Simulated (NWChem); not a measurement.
System: C₃H₅ClO; SMILES C=C(Cl)OC

Here is an NWChem input.

```
start job
memory heap 200 mb stack 900 mb global 1100 mb
geometry units angstroms noautosym nocenter noautoz
  C     -1.649485    -0.802020    -0.209944
  C     -0.534458    -0.210441     0.212507
  Cl     0.930586    -1.170475     0.550809
  O     -0.442172     1.100476     0.493637
  C      0.588538     1.846462    -0.166790
  H     -2.522263    -0.193424    -0.418956
  H     -1.712056    -1.875851    -0.324515
  H      0.455432     2.880431     0.154148
  H      0.478666     1.775408    -1.255412
  H      1.580297     1.490265     0.128760
end
basis spherical
  C library def2-svp
  Cl library def2-svp
  O library def2-svp
  H library def2-svp
end
dft
  xc m05-2x
  iterations 150
end
cosmo
  do_cosmo_smd true
  solvent octanol
end
task dft energy
```

Output (shortened):

```
             Northwest Computational Chemistry Package (NWChem) 7.3.0
             --------------------------------------------------------

                             Geometry "geometry" -> ""
                             -------------------------

 Output coordinates in angstroms (scale by  1.889725989 to convert to a.u.)

  No.       Tag          Charge          X              Y              Z
 ---- ---------------- ---------- -------------- -------------- --------------
    1 C                    6.0000    -1.64948500    -0.80202000    -0.20994400
    2 C                    6.0000    -0.53445800    -0.21044100     0.21250700
    3 Cl                  17.0000     0.93058600    -1.17047500     0.55080900
    4 O                    8.0000    -0.44217200     1.10047600     0.49363700
    5 C                    6.0000     0.58853800     1.84646200    -0.16679000
    6 H                    1.0000    -2.52226300    -0.19342400    -0.41895600
    7 H                    1.0000    -1.71205600    -1.87585100    -0.32451500
    8 H                    1.0000     0.45543200     2.88043100     0.15414800
    9 H                    1.0000     0.47866600     1.77540800    -1.25541200
   10 H                    1.0000     1.58029700     1.49026500     0.12876000

 Effective nuclear repulsion energy (a.u.)     219.2217136437

                                 NWChem DFT Module
                                 -----------------

 Summary of "ao basis" -> "ao basis" (spherical)
 ------------------------------------------------------------------------------
       Tag                 Description            Shells   Functions and Types
 ---------------- ------------------------------  ------  ---------------------
 C                          def2-svp                 6       14   3s2p1d
 Cl                         def2-svp                 8       18   4s3p1d
 O                          def2-svp                 6       14   3s2p1d
 H                          def2-svp                 3        5   2s1p

 in cosmo_initialize ...
 calling solv_data for solv:octanol

 solvent parameters
 solvname_short: octanol
 solvname_long:  1-octanol
 dielec:        9.8629
 dielecinf:     2.0435
 nonaqueous SMD model solvent descriptors
 dielec:        9.8629
 sola:          0.3700
 solb:          0.4800
 solc:          0.0000
 solg:         39.0100
 solh:          0.0000
 soln:          1.4295

          ---------------
          -cosmo- solvent
          ---------------
 Cosmo: York-Karplus, doi: 10.1021/jp992097l
 dielectric constant -eps-     =   9.86
 screen = (eps-1)/(eps    )    =   0.89861
 surface charge correction     = lagrangian

   van der Waals surface
 --------------------------

 ---------- ATOMIC COORDINATES (A.U.) ------------ VDWR(ANG.) --
     1   -3.11707467   -1.51559804   -0.39673663     1.850
     2   -1.00997917   -0.39767583    0.40158000     1.850
     3    1.75855255   -2.21187703    1.04087808     2.380
     4   -0.83558392    2.07959810    0.93283867     1.628
     5    1.11217555    3.48930723   -0.31518740     1.850
     6   -4.76638594   -0.36551836   -0.79171204     1.200
     7   -3.23531672   -3.54484439   -0.61324443     1.200
     8    0.86064169    5.44322532    0.29129748     1.200
     9    0.90454758    3.35503464   -2.37238468     1.200
    10    2.98632831    2.81619250    0.24332112     1.200
 number of segments per atom =        128
 number of   points per atom =        128
 atom (   nspa,  nppa )
 ----------------------
    1 (     60,     0 )       0
    2 (     22,     0 )       0
    3 (     98,     0 )       0
    4 (     43,     0 )       0
    5 (     55,     0 )       0
    6 (     55,     0 )       0
    7 (     50,     0 )       0
    8 (     54,     0 )       0
    9 (     55,     0 )       0
   10 (     43,     0 )       0
 number of -cosmo- surface points =      535
 molecular surface =    126.484 angstrom**2
 molecular volume  =    111.257 angstrom**3
 -lineq- algorithm             =   0
 -bem- low  level              =   3
 -bem- from -octahedral-
 gaussian surface charge width =   4.50000
 degree of switching           =   1.00000
 switching function tolerance  =   0.00010
 atomic radii =
 --------------
    1  6.000  1.850
    2  6.000  1.850
    3 17.000  2.380
    4  8.000  1.628
    5  6.000  1.850
    6  1.000  1.200
    7  1.000  1.200
    8  1.000  1.200
    9  1.000  1.200
   10  1.000  1.200
 ...... end of -cosmo- initialization ......

 nat:                    10
 ixmem:                  5529
 calling mnsol_interface()
 G(SMD-CDS) energy (kcal/mol)  =     1.442
 SMD-CDS SASA (angstrom**2)    =   144.382

            General Information
            -------------------
          SCF calculation type: DFT
          Wavefunction type:  closed shell.
          No. of atoms     :    10
          No. of electrons :    48
           Alpha electrons :    24
            Beta electrons :    24
          Charge           :     0
          Spin multiplicity:     1
          Use of symmetry is: off; symmetry adaption is: off
          Maximum number of iterations: 150
          AO basis - number of functions:    99
                     number of shells:    47
          Convergence on energy requested:  1.00D-06
          Convergence on density requested:  1.00D-05
          Convergence on gradient requested:  5.00D-04

              XC Information
              --------------
                       M05-2X Method XC Functional
                     Hartree-Fock (Exact) Exchange  0.560
                M05-2X metaGGA Exchange Functional  0.440
                      M05-2X Correlation Potential  1.000

             Grid Information
             ----------------
          Grid used for XC integration:  medium
          Radial quadrature: Mura-Knowles
          Angular quadrature: Lebedev.
          Tag              B.-S. Rad. Rad. Pts. Rad. Cut. Ang. Pts.
          ---              ---------- --------- --------- ---------
          C                   0.70       49          11.0       434
          Cl                  1.00       88          11.0       590
          O                   0.60       49          10.0       434
          H                   0.35       45          12.0       434
          Grid pruning is: on
          Number of quadrature shells:   509
          Spatial weights used:  Erf1

      Superposition of Atomic Density Guess
      -------------------------------------

 Sum of atomic energies:        -649.38549970

      Non-variational initial energy
      ------------------------------

 Total energy =    -651.806859
 1-e energy   =   -1327.467557
 2-e energy   =     456.438985
 HOMO         =      -0.275193
 LUMO         =       0.054913

   convergence    iter        energy       DeltaE   RMS-Dens  Diis-err
 ---------------- ----- ----------------- --------- --------- ---------
     COSMO gas phase
 d= 0,ls=0.0,diis     1   -652.2876141248 -8.72D+02  1.08D-02  6.98D-01
 d= 0,ls=0.0,diis     2   -652.2911161435 -3.50D-03  6.16D-03  7.59D-01
 d= 0,ls=0.0,diis     3   -652.3747914489 -8.37D-02  1.11D-03  1.43D-02
 d= 0,ls=0.0,diis     4   -652.3764870207 -1.70D-03  3.46D-04  3.03D-03
 d= 0,ls=0.0,diis     5   -652.3768091867 -3.22D-04  1.00D-04  1.72D-04
  Resetting Diis
 d= 0,ls=0.0,diis     6   -652.3768250184 -1.58D-05  4.69D-05  2.59D-05
 d= 0,ls=0.0,diis     7   -652.3768280100 -2.99D-06  1.46D-05  9.00D-07
 d= 0,ls=0.0,diis     8   -652.3768280929 -8.29D-08  6.19D-06  5.59D-07

   convergence    iter        energy       DeltaE   RMS-Dens  Diis-err
 ---------------- ----- ----------------- --------- --------- ---------
     COSMO solvation phase
 d= 0,ls=0.0,diis     1   -652.3801997647 -3.37D-03  1.14D-03  2.23D-03
 d= 0,ls=0.0,diis     2   -652.3807547459 -5.55D-04  2.51D-04  5.21D-04
 d= 0,ls=0.0,diis     3   -652.3807959492 -4.12D-05  1.17D-04  2.19D-04
 d= 0,ls=0.0,diis     4   -652.3808191547 -2.32D-05  3.14D-05  8.95D-06
 d= 0,ls=0.0,diis     5   -652.3808202923 -1.14D-06  8.52D-06  5.43D-07
 d= 0,ls=0.0,diis     6   -652.3808203707 -7.84D-08  2.73D-06  6.08D-08

         Total DFT energy =     -652.380820370723
      One electron energy =    -1331.140892738514
           Coulomb energy =      514.140221541259
    Exchange-Corr. energy =      -54.877655538100
 Nuclear repulsion energy =      219.221713643713

             COSMO energy =        0.275792720919

 Numeric. integr. density =       47.999995495047

                                COSMO-SMD solvation results
                                ---------------------------

             internal energy in gas <Psi(g)|H|Psi(g)> =      -652.376828092929
         internal energy in solvent <Psi(s)|H|Psi(s)> =      -652.376112314534
                               delta internal energy  =         0.000715778395 (    0.45 kcal/mol)
   total free energy in solvent <Psi(s)|H+V/2|Psi(s)> =      -652.383119117637
 polarization energy contribution <Psi(s)|V/2|Psi(s)> =        -0.007006803103 (   -4.40 kcal/mol)
    total free energy in solvent including G(SMD-CDS) =      -652.380820370723
                       G(SMD-CDS) energy contribution =         0.002298746914 (    1.44 kcal/mol)
     1 M fixed-concentration free energy of solvation =        -0.003992277793 (   -2.51 kcal/mol)

                       DFT Final Molecular Orbital Analysis
                       ------------------------------------

 Vector   22  Occ=2.000000D+00  E=-3.883485D-01
              MO Center=  7.6D-01, -1.0D+00,  4.9D-01, r^2= 1.9D+00
   Bfn.  Coefficient  Atom+Function         Bfn.  Coefficient  Atom+Function
  ----- ------------  ---------------      ----- ------------  ---------------
    40      0.488767   3 Cl py               39      0.371009   3 Cl px
    37      0.367438   3 Cl py               36      0.276315   3 Cl px
    34      0.210982   3 Cl py               33      0.158334   3 Cl px
     4      0.109088   1 C  px                3      0.105570   1 C  s
    41      0.098279   3 Cl pz               75     -0.087984   6 H  s

 Vector   23  Occ=2.000000D+00  E=-3.765405D-01
              MO Center=  2.3D-01,  4.4D-01,  3.1D-01, r^2= 3.0D+00
   Bfn.  Coefficient  Atom+Function         Bfn.  Coefficient  Atom+Function
  ----- ------------  ---------------      ----- ------------  ---------------
    50      0.338705   4 O  px               52      0.298302   4 O  pz
    41     -0.285373   3 Cl pz               53      0.248068   4 O  px
    55      0.227204   4 O  pz               38     -0.210139   3 Cl pz
    39      0.194945   3 Cl px               95     -0.194174  10 H  s
    40     -0.177095   3 Cl py               90      0.152603   9 H  s

 Vector   24  Occ=2.000000D+00  E=-3.106292D-01
              MO Center= -7.4D-01, -4.5D-01,  8.9D-02, r^2= 2.7D+00
   Bfn.  Coefficient  Atom+Function         Bfn.  Coefficient  Atom+Function
  ----- ------------  ---------------      ----- ------------  ---------------
     6      0.368060   1 C  pz               41     -0.309914   3 Cl pz
    20      0.297783   2 C  pz                9      0.282983   1 C  pz
    52     -0.244164   4 O  pz               38     -0.207352   3 Cl pz
    55     -0.202037   4 O  pz               23      0.163967   2 C  pz
     4     -0.131680   1 C  px               35     -0.118845   3 Cl pz

 Vector   25  Occ=0.000000D+00  E= 4.906668D-02
              MO Center= -9.3D-01, -4.2D-01, -2.7D-02, r^2= 2.6D+00
   Bfn.  Coefficient  Atom+Function         Bfn.  Coefficient  Atom+Function
  ----- ------------  ---------------      ----- ------------  ---------------
     9      0.622740   1 C  pz               23     -0.587284   2 C  pz
    20     -0.437441   2 C  pz                6      0.353516   1 C  pz
    21      0.287263   2 C  px               63     -0.244264   5 C  s
    41      0.221147   3 Cl pz                7     -0.196058   1 C  px
    18      0.186250   2 C  px               17      0.182384   2 C  s

 Vector   26  Occ=0.000000D+00  E= 9.781013D-02
              MO Center= -3.5D-02, -7.5D-01,  3.2D-01, r^2= 3.0D+00
   Bfn.  Coefficient  Atom+Function         Bfn.  Coefficient  Atom+Function
  ----- ------------  ---------------      ----- ------------  ---------------
    17      1.016886   2 C  s                39      0.705566   3 Cl px
    32     -0.599802   3 Cl s                40     -0.450553   3 Cl py
    76      0.451878   6 H  s                81     -0.449777   7 H  s
    18      0.388975   2 C  px               22     -0.390383   2 C  py
    21      0.383503   2 C  px               16      0.335380   2 C  s

 Vector   27  Occ=0.000000D+00  E= 1.366614D-01
              MO Center=  3.5D-01,  1.5D+00, -4.1D-01, r^2= 6.3D+00
   Bfn.  Coefficient  Atom+Function         Bfn.  Coefficient  Atom+Function
  ----- ------------  ---------------      ----- ------------  ---------------
    63      2.045739   5 C  s                91     -1.193679   9 H  s
    96     -1.031139  10 H  s                86     -0.989274   8 H  s
     3      0.558791   1 C  s                81     -0.545307   7 H  s
    67      0.474266   5 C  px               76     -0.463573   6 H  s
    49      0.442241   4 O  s                69     -0.374468   5 C  pz

     Multipole analysis of the density
     ---------------------------------

     L   x y z        total         alpha         beta         nuclear
     -   - - -        -----         -----         ----         -------
     0   0 0 0     -0.000000    -24.000000    -24.000000     48.000000

     1   1 0 0      0.061093     -0.905087     -0.905087      1.871267
     1   0 1 0      0.506017      2.155426      2.155426     -3.804835
     1   0 0 1     -0.579967    -10.316409    -10.316409     20.052850

     2   2 0 0    -25.611476    -99.635679    -99.635679    173.659882
     2   1 1 0      2.646539     -0.353558     -0.353558      3.353655
     2   1 0 1      0.742933    -15.805508    -15.805508     32.353949
     2   0 2 0    -24.385167   -145.725954   -145.725954    267.066741
     2   0 1 1     -0.694762     15.049653     15.049653    -30.794068
     2   0 0 2    -28.603875    -31.633422    -31.633422     34.662968
```

Level: M05-2X/def2-SVP, SMD on the gas-phase geometry. The geometry was optimised at B3LYP/6-31G* (spherical d). Solvent: 1-octanol.
